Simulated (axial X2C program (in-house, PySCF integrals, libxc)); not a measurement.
# Levels of SeS⁺ by electron attachment to SeS²⁺ (EOM-EA-CCSD)

Computed with an axial X2C code built on PySCF integrals: two-component X2C with atomic mean-field Coulomb and Gaunt terms, Gaussian nuclei, basis Se dyall-acv3z, S dyall-av3z with contracted cores.

R = 1.958 Å (near the PBE0 minimum at charge 1 of the determinant lowest at the starting distance; the state shown can have its own minimum elsewhere).

Hartree–Fock spinors of SeS²⁺ (one of each Kramers pair; a window near the gap, which can cut inner shells):

```
  ω  occupied  ε (eV)                    character
1/2       yes  -28.90   44% S p, 39% Se p, 7% Se s
1/2       yes  -27.02    47% Se p, 40% S p, 5% S d
3/2       yes  -27.01   54% S p, 33% Se p, 5% Se d
1/2        no  -15.80  42% S p, 36% Se p, 10% Se d
3/2        no  -15.65    49% Se p, 29% S p, 9% S d
1/2        no  -10.06  29% Se p, 22% S p, 22% Se d
1/2        no   -7.94   40% Se s, 26% S s, 13% S d
3/2        no   -6.14            63% Se d, 35% S d
5/2        no   -6.11            59% Se d, 38% S d
```

Levels of SeS⁺ obtained by attaching an electron to SeS²⁺:

```tsv
Ω	binding energy (eV)	above lowest (cm⁻¹)	attached spinor	one-particle weight
1/2	16.142	0	43% S pπ, 35% Se pπ, 9% Se dπ	0.95
3/2	15.987	1243	49% Se pπ, 29% S pπ, 9% S dπ	0.96
1/2	11.245	39492	28% Se pσ, 23% S pσ, 21% Se dσ	0.95
```

This point took 8.2 s on 1 thread of Arm Neoverse V2 (shared host).

Reference electrons by ω block (each with its −ω partner): 1/2: 17, 3/2: 6, 5/2: 1. 10 electrons of SeS²⁺ correlated (inner shells frozen), 92 natural virtual spinors (a truncated set); levels can be off by some tenths of an eV. Roots sought by Ω: (1/2: 5, 3/2: 4, 5/2: 2, 7/2: 1); rows need 60 % one-particle weight and stop where some Ω has no more roots. Missing are any skipped roots, higher Ω and states of a further excitation; these come out far too high here and may in truth be low or lowest. T1 of the reference 0.033 (Lee–Taylor). The reference was not checked to be the lowest state of its species. Number of frozen shells: Se 3 s, 2 p, 1 d; S 2 s, 1 p. Large amplitudes in the reference (orbital relaxation or multireference character) lower the reliability.
